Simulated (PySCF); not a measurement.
Molecule: `InChI=1S/H10OSi4/c1-4-5(2)3/h1,5H,4H2,2-3H3`.

Bonds (- single, = double, # triple, : aromatic): O1-Si2, Si2-Si3, Si3-Si4, Si3-Si5. O1 carries H6; Si2 carries H7, H8; Si3 carries H9; Si4 carries H10, H11, H12; Si5 carries H13, H14, H15.

Frames of a GFN2-xTB Langevin trajectory at 200 K; GIAO PBE0/pcSseg-1 shieldings in PySCF 2.14, gas phase, non-relativistic; equivalent atoms averaged within each frame.

References, each an isolated molecule treated in the same way: H2O for ¹⁷O (σref 336.08); ²⁹Si (σref 349.16), ¹H (σref 31.72) vs TMS. The references are static minima.

How do the shifts (ppm) fluctuate along the trajectory?

## Answers


```csv
time (fs),O1,Si2,Si4/Si5,Si3,H7/H8,H9,H10/H11/H12/H13/H14/H15,H6
optimised geometry,2.4,-14.0,-111.5,-145.2,5.74,2.97,3.71,0.36
250,10.9,-10.0,-113.9,-132.4,5.56,4.02,3.85,1.71
425,-7.0,-31.3,-106.2,-127.6,5.73,3.56,3.86,0.95
625,4.4,-12.8,-112.3,-137.5,5.91,3.84,3.88,1.08
800,-0.4,-7.9,-109.5,-145.9,5.81,2.51,3.73,0.06
1000,-11.0,-9.1,-105.9,-139.5,5.81,3.00,3.96,-0.52
mean of frames,-0.6,-14.2,-109.6,-136.6,5.76,3.39,3.86,0.66
standard deviation,8.7,9.7,3.6,6.9,0.13,0.63,0.08,0.88
```

5 frames give an uncertainty of the mean of about the standard deviation over 2.2 at best, since frames this close in time may not be independent; classical motion lacks zero-point vibration, and the reference would need the same averaging.
